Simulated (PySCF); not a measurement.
C7H6.
SMILES with atom numbers: `[CH:1]#[C:2][C@@H:3]1[CH:4]=[C:5]1[CH:6]=[CH2:7]` (hydrogens: H8 on C1; H9 on C3; H10 on C4; H11 on C6; H12, H13 on C7)

Structure used (PBE0-D3(BJ)/def2-SVP), in Å, numbered top down from 1:
```xyz
13
C7H6 angstrom
C      2.787   -0.167    0.929
C      1.705   -0.606    0.602
C      0.414   -1.144    0.223
C      0.019   -1.284   -1.223
C     -0.564   -0.317   -0.575
C     -1.451    0.805   -0.469
C     -1.581    1.514    0.661
H      3.744    0.226    1.215
H      0.015   -1.866    0.954
H      0.208   -1.849   -2.131
H     -2.027    1.067   -1.363
H     -1.002    1.257    1.553
H     -2.259    2.368    0.722
```

Level: CAM-B3LYP/def2-SVPD in PySCF, non-relativistic, on one gas-phase PBE0-D3(BJ)/def2-SVP geometry that isn't relaxed in the solvent. The solvent is an IEF-PCM continuum (van der Waals radii × 1.2), and excitations are vertical TDDFT with non-equilibrium linear response and a frozen core. Specific hydrogen bonds and non-electrostatic terms are outside this model.

Gas-phase singlets (H = HOMO, L = LUMO):

| state | E (eV) | λ (nm) | f | leading configuration |
| --- | --- | --- | --- | --- |
| S1 | 5.094 | 243 | 0.028 | H-1→L 64% |
| S2 | 5.478 | 226 | 0.399 | H→L 68% |
| S3 | 5.962 | 208 | 0.001 | H-2→L 81% |
| S4 | 6.250 | 198 | 0.001 | H-1→L+4 22% |
| S5 | 6.576 | 189 | 0.023 | H-1→L+2 14% |

**Question.** Give the list for benzene (ε = 2.271), n² = 2.25.

**Answer.** 
```tsv
state	E (eV)	λ (nm)	f	leading configuration	change by rank (eV)
S1	5.143	241	0.146	H-1→L 46%	+0.049
S2	5.328	233	0.396	H→L 50%	-0.150
S3	6.076	204	0.001	H-2→L 75%	+0.114
S4	6.269	198	0.001	H-1→L+3 35%	+0.019
S5	6.586	188	0.035	H-1→L+2 22%	+0.010
```

**Question.** How does the list change in chloroform (ε = 4.711)?

**Answer.** 
| state | E (eV) | λ (nm) | f | leading configuration | change by rank (eV) |
| --- | --- | --- | --- | --- | --- |
| S1 | 5.181 | 239 | 0.167 | H→L 47% | +0.087 |
| S2 | 5.356 | 231 | 0.366 | H→L 49% | -0.122 |
| S3 | 6.133 | 202 | 0.002 | H-2→L 70% | +0.171 |
| S4 | 6.287 | 197 | 0.001 | H-1→L+3 45% | +0.037 |
| S5 | 6.609 | 188 | 0.034 | H-1→L+2 26% | +0.033 |

**Question.** The ground-state energy changes by -0.136 eV from gas to chloroform. By how much does the total energy of gas-phase S3 change?

**Answer.** E(S3) = E(S0) + excitation energy, so it changes by -0.136 + 0.171 = +0.035 eV: it isn't lowered at all, while the ground state is. This is the vertical state, with the slow part of the continuum still set for S0.

**Question.** How do the frontier levels move from gas to chloroform?

**Answer.** 
| orbital | gas (eV) | solvent (eV) | change (eV) | Löwdin shares, gas | Löwdin shares, solvent |
| --- | --- | --- | --- | --- | --- |
| LUMO+2 | 1.79 | 1.83 | +0.04 | C1 17 %, C4 13 %, H10 13 %, H12 10 % | C1 23 %, C2 14 %, C4 13 %, H10 10 % |
| LUMO+1 | 1.47 | 1.48 | +0.01 | C4 16 %, C7 13 %, C1 12 %, C6 12 % | C1 20 %, C4 14 %, C7 11 %, C2 11 % |
| LUMO | -0.27 | -0.19 | +0.08 | C7 27 %, C4 21 %, C6 18 %, C5 15 % | C7 27 %, C4 22 %, C6 18 %, C5 16 % |
| HOMO | -8.27 | -8.23 | +0.04 | C4 22 %, C7 18 %, C5 17 %, C6 13 % | C4 24 %, C7 20 %, C5 18 %, C6 14 % |
| HOMO-1 | -8.50 | -8.62 | -0.12 | C1 30 %, C2 26 %, C3 13 %, C4 10 % | C1 31 %, C2 26 %, C3 15 %, C4 9 % |
| HOMO-2 | -9.06 | -9.25 | -0.19 | C1 41 %, C2 40 %, C3 6 %, H8 4 % | C1 41 %, C2 39 %, C3 7 %, H8 4 % |
| HOMO-3 | -10.80 | -10.75 | +0.05 | C6 30 %, C5 21 %, C7 19 %, C3 8 % | C6 30 %, C5 21 %, C7 19 %, C3 8 % |

The HOMO–LUMO gap goes from 8.00 to 8.04 eV. Rows go by rank; for LUMO+1 and LUMO+2 the atom shares or the degeneracy differ between the runs, so the row needn't follow one orbital.
